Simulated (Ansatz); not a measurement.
Input for Ansatz (development build ahead of 0.2.0):

```yaml
crystal:
  periodic: [false, false, false]
  atoms:
    - { symbol: H, position_ang: [-1.67915, 0.12432, -0.01488] }
    - { symbol: Li, position_ang: [-0.48614, 0.87364, -1.35486] }
    - { symbol: Li, position_ang: [-0.67645, -1.54104, -0.05342] }
    - { symbol: H, position_ang: [0.51656, -0.79172, -1.39341] }
    - { symbol: Li, position_ang: [-0.51656, 0.79172, 1.39341] }
    - { symbol: H, position_ang: [0.67645, 1.54104, 0.05342] }
    - { symbol: H, position_ang: [0.48614, -0.87364, 1.35486] }
    - { symbol: Li, position_ang: [1.67915, -0.12432, 0.01488] }
basis:
  gaussian: { orbitals: def2-SVP }
hamiltonian:
  xc: hf
correlation:
  method: mp2
  frozen_orbitals: { H: 0, Li: 0 }
```

The input is written out in the form of the current development build from the run's settings.

Output:

| Quantity | Value |
| --- | --- |
| Converged | yes |
| Reference energy | -32.12521 hartree |
| Correlation energy | -0.10256 hartree |
| Total energy | -32.22777 hartree |
| Spin squared of the determinant | 0.000 |
